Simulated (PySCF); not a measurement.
**Electronic structure of Si⁺ (silicon, charge +1) at the r2SCANh level**

Configuration: [Ne] 3s2 3d1, 2D determinant (an excited configuration). All numbers are calculated (PySCF 2.14, no relativity, point nucleus, in aug-cc-pV(Q+d)Z with one added diffuse shell each of s, p, d, f, g type (8s7p6d4f3g, 114 functions)).

- Total energy: -288.7279 hartree
- One-electron energy: -393.9065 hartree
- Hartree (Coulomb) energy: 125.5460 hartree
- Exchange-correlation energy: -20.3674 hartree
- Kinetic energy: 287.75244 hartree
- ⟨S²⟩: 0.7518
- ⟨L²⟩: 6.017
- Sum of ⟨r⟩: 12.37 bohr
- Sum of ⟨r²⟩: 29.07 bohr²
- Traceless quadrupole moment −½Σ⟨3z² − r²⟩ along its main axis: 4.88 e·bohr²
- Density at the nucleus (Gaussians lack the cusp): 1750 bohr⁻³
- Spin density at the nucleus: -0.121 bohr⁻³
- Langevin diamagnetic susceptibility: -23.0 ×10⁻⁶ cm³/mol
- Time after the integrals: roughly 5 core-seconds

```
shell  electrons  mean orbital energy (hartree)  spread (hartree)  rms radius, mean of both spins (bohr)
 1s β          1                      -66.71765                 0                                  0.129
 1s α          1                      -66.71745                 0                                  0.129
 2s α          1                       -5.83580                 0                                  0.618
 2s β          1                       -5.83509                 0                                  0.618
 2p α          3                       -4.15674           0.00264                                  0.601
 2p β          3                       -4.15589           0.00360                                  0.601
 3s α          1                       -0.79640                 0                                   2.17
 3s β          1                       -0.78754                 0                                   2.17
 3d α          1                       -0.21525                 0                                   4.08
```

The outer electron is Rydberg-like, and this basis confines it to a smaller radius and binds it less than a complete one would.
